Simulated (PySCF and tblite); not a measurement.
Results of a calculation; reference values are marked as such.
System: C₅H₈Ge, numbered as in [GeH3:1][CH:2]1[CH:3]=[CH:4][CH:5]=[CH:6]1.

Motion: shift of H on C2 from C2 to C6. GFN2-xTB gives an electronic barrier of 27.7 kcal/mol and a reaction energy of 1.0 kcal/mol.

Tunnelling of the moving H, left out here, will speed the real process. Spin–orbit effects of heavy atoms on shieldings are missing.

PBE0/pcSseg-1 + D3(BJ) on PBE0-D3(BJ)/def2-SVP geometries gives 27.9 kcal/mol and k(298 K) = 2.4×10⁻⁶ s⁻¹.

(1) What does B97-D/pcSseg-1 + D3(BJ) give on PBE0-D3(BJ)/def2-SVP geometries?

Programs: tblite and PySCF.

## Answers

(1) A barrier of 28.6 kcal/mol, 0.8 above the first DFT barrier (from unrounded values), a reaction energy of 2.2 kcal/mol and, with GFN2-xTB thermal terms, ΔG‡(298 K) = 26.3 kcal/mol and k = 6.6×10⁻⁷ s⁻¹ (2 equivalent paths).
